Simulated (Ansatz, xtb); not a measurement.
**CH4NTe+: which of two isomers lies lower**

Structure I: `[NH2+]=C[TeH]`, a singlet. Structure II: `C1[NH2+][Te]1`, a singlet. Both are isolated ions in the gas phase, relaxed with PBE0-D4/def2-TZVP; the shapes shown needn't be the lowest conformers.

I (Å):

```yaml
atoms:
  - { symbol: C, position_ang: [-0.0333, 0.9449, 2.1581] }
  - { symbol: N, position_ang: [-0.8792, 0.1806, 2.7711] }
  - { symbol: Te, position_ang: [0.6104, 0.8740, 0.2319] }
  - { symbol: H, position_ang: [0.4008, 1.7447, 2.7550] }
  - { symbol: H, position_ang: [-1.1089, 0.3344, 3.7459] }
  - { symbol: H, position_ang: [-1.3448, -0.5942, 2.3165] }
  - { symbol: H, position_ang: [-0.3396, -0.4453, -0.1108] }
```

II (Å):

```xyz
7

C     0.1422    0.9700    2.0259
N    -1.0062    0.0804    2.0530
Te    0.5967   -0.8191    0.9635
H     0.6329    1.0982    2.9829
H     0.0045    1.8622    1.4277
H    -1.2462   -0.3383    2.9471
H    -1.8231    0.3632    1.5190
```

Quicker runs give these differences E(II) − E(I): GFN2-xTB +15.0 kcal/mol; HF/STO-3G +6.5 kcal/mol (at GFN2-xTB geometries); r2SCAN-D4/def2-SVP +17.7 kcal/mol (at GFN2-xTB geometries).

Q: Estimate E(II) − E(I) at the level CCSD(T)/def2-TZVP.

A: Calculated at CCSD(T)/def2-TZVP: E(II) − E(I) = +11.1 kcal/mol, so structure I lies lower.

The same difference at several levels:

```
             level           geometry  E(II) − E(I) (kcal/mol)  departure from the last row (kcal/mol)  job, with rough time for the two
          GFN2-xTB           GFN2-xTB                     +15.0                                    +3.9              optimisation, 0.46 s
         HF/STO-3G           GFN2-xTB                      +6.5                                    −4.5               single point, 1.8 s
r2SCAN-D4/def2-SVP           GFN2-xTB                     +17.7                                    +6.6               single point, 4.4 s
 PBE0-D4/def2-TZVP  PBE0-D4/def2-TZVP                     +12.8                                    +1.7                optimisation, 53 s
      HF/def2-TZVP  PBE0-D4/def2-TZVP                     +17.3                                    +6.2           part of the CCSD(T) run
     MP2/def2-TZVP  PBE0-D4/def2-TZVP                      +8.3                                    −2.8           part of the CCSD(T) run
 CCSD(T)/def2-TZVP  PBE0-D4/def2-TZVP                     +11.1                                                        single point, 55 s
```

As drawn, II has 1 C–N, 1 N–Te, 1 C–H in place of 1 C=N, 1 Te–H. Structure I has no ring, II a 3-membered ring.

The levels shown agree on the order. The largest departure from CCSD(T)/def2-TZVP is that of r2SCAN-D4/def2-SVP, 6.6 kcal/mol.

With harmonic frequencies from PBE0-D4/def2-TZVP (ideal gas, rigid rotor, one conformer each, 298.15 K, 1 atm): the zero-point term adds +2.9 kcal/mol; ΔH is +13.6 and ΔG +14.2 kcal/mol.

The correlated steps freeze 6 core orbitals; the filled d shell of Te is correlated, in a basis made for valence electrons. Atoms past krypton carry core potentials in the def2 sets, other sets are all-electron and non-relativistic, and no spin–orbit term is included. Run with Ansatz 0.2.0, xtb 6.7.1; the last row on 2 threads of Intel(R) Xeon(R) Processor @ 2.50GHz (Skylake/Cascade Lake) on a shared host.
